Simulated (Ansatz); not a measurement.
Worked example: C2H5BrMg + C2H4Cl2 → C3H8Mg + CHBrCl2

Species: C2H5BrMg `C[CH2][Mg][Br]`, singlet; C2H4Cl2 (1,1-dichloroethane) `CC(Cl)Cl`, singlet; C3H8Mg `C[CH2][Mg][CH3]`, singlet; CHBrCl2 (bromodichloromethane) `ClC(Cl)Br`, singlet. The partners trade Br for CH3: Mg–Br and C–CH3 bonds give way to Mg–CH3 and C–Br.

Shapes, held fixed at every level: PBE0-D4/def2-TZVP. Programs: Ansatz 0.2.0. Electronic energies: no zero-point or thermal term.

At CCSD(T)/def2-TZVPP; 1 Eh = 2625.50 kJ/mol:

| species | energy (Eh) |
| --- | --- |
| C2H5BrMg | -2851.664364 |
| C2H4Cl2 | -997.929613 |
| C3H8Mg | -318.704743 |
| CHBrCl2 | -3530.781167 |

Q: Work out ΔE of the reaction at this level.

A: 
1. Products less reactants: (-318.704743) + (-3530.781167) − [(-2851.664364) + (-997.929613)] = 0.108067 Eh = +283.7 kJ/mol.

Other levels give +270.0 (SPW92/def2-TZVPP) to +330.6 kJ/mol (HF/def2-TZVPP). No measured value is set beside it here. Relativity is left out for Br. Outer-core shells of Br, Mg are correlated, in sets that cover them unevenly.
